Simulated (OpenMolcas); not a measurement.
**O³⁺: RASPT2 settings compared**

| Property | Result |
| --- | --- |
| Program | OpenMolcas 26.06 |
| Basis | ANO-R3 [4s4p2d1f] |
| Scalar Hamiltonian | X2C, finite nucleus |
| Active space | 3 electrons in 9 orbitals (RAS2 2s 2p; RAS3 3d, at most 2 electrons) |
| State averaging | 2S+1 = 4 odd, 1 root; 2S+1 = 2 odd, 11 roots; 2S+1 = 4 even, 3 roots; 2S+1 = 2 even, 9 roots |
| Spin-orbit coupling | RASSI with atomic mean-field integrals over the reference wave functions, term energies averaged over their components |

Methods on the same reference wave functions:
A. RASSCF
B. SS-RASPT2, IPEA 0.2 Eh, no level shift (closed shells correlated: 1s)
C. SS-RASPT2, IPEA 0.2 Eh, imaginary shift 0.15 Eh (closed shells correlated: 1s)
D. SS-RASPT2, IPEA 0.75 Eh, imaginary shift 0.1 Eh (closed shells correlated: 1s)
E. MS-RASPT2, IPEA 0.2 Eh, no level shift (closed shells correlated: 1s)
F. MS-RASPT2, IPEA 0.75 Eh, imaginary shift 0.1 Eh (closed shells correlated: 1s)

Energies in cm-1 above 2s2 2p 2P* 1/2, the measured ground level; measured values from Moore, Selected Tables of Atomic Spectra, NSRDS-NBS 3, section 10.

```tsv
Level	A	B	C	D	E	F	Measured
2s2 2p 2P* 1/2	0.0	0.0	0.0	0.0	0.0	0.0	0.0
2s2 2p 2P* 3/2	349	349	349	349	349	349	386
2s 2p2 4P 1/2	69462	70810	70810	70810	70820	70820	71440
2s 2p2 4P 3/2	69587	70940	70940	70940	70940	70940	71570
2s 2p2 4P 5/2	69793	71140	71140	71140	71150	71150	71756
2s 2p2 2D 3/2	129274	127560	127560	127600	127570	127600	126950
2s 2p2 2D 5/2	129276	127570	127570	127600	127570	127600	126936
2s 2p2 2S 1/2	170417	165610	165610	165860	165620	165870	164366
2s 2p2 2P 1/2	184320	181810	181810	181880	181810	181890	180481
2s 2p2 2P 3/2	184564	182050	182050	182120	182060	182130	180724
2p3 4S* 3/2	231673	231230	231230	231260	231230	231260	231538
2p3 2D* 3/2	257996	255740	255740	255810	255750	255820	255185
2p3 2D* 5/2	258000	255740	255740	255810	255750	255820	255156
2p3 2P* 1/2	295626	290620	290620	290740	290630	290750	289015
2p3 2P* 3/2	295641	290630	290630	290750	290640	290770	289024
```

Deviations, from unrounded energies. A percentage is the sum of absolute deviations over the sum of measured energies, with the sign that they share, or ± where signs differ.

| Against measurement | Levels | A | B | C | D | E | F |
| --- | --- | --- | --- | --- | --- | --- | --- |
| mean absolute deviation (cm-1) | 14 | 3100 | 840 | 840 | 890 | 840 | 900 |
| fine structure of the ground term (%) | 1 | -9.7 | -9.7 | -9.7 | -9.7 | -9.5 | -9.5 |
| other configurations (%) | 13 | ±1.9 | ±0.5 | ±0.5 | ±0.5 | ±0.5 | ±0.5 |

B, C, E lie about equally close to measurement and A furthest from it. The largest miss of B in the table is 2p3 2P* 3/2, by +1600 cm-1. The ranking rests on the paired levels alone, and a cruder setting can come out closer through cancelling errors.

Among B to F the level of the table that moves most is 2s 2p2 2S 1/2, by 250 cm-1 (lowest in B, highest in F). Moves below CASPT2's spread within the term are not significant.

The two smallest mean deviations differ by little beside CASPT2's spread within terms, so their order carries little weight.

The lowest spin-free term lies below A's lowest term by 0.022 hartree in B, 0.022 hartree in C, 0.022 hartree in D, 0.022 hartree in E, 0.022 hartree in F.

Term energies are means over components that CASPT2 splits; among the terms shown or strongly mixed into the levels shown the widest spread is 15 cm-1 (2p3 2D*, F). Active for correlation alone: 3d; no level in the range computed is led by a configuration that fills it, so any true level of that kind is missing. Measured partners are found by configuration, term and J. A level has none where our copy of the source lacks it or the pairing is in doubt (some pairs that miss far off the trend of their configuration count as doubtful), and it then counts in no deviation. Only configurations of the active space appear.

* marks odd parity.
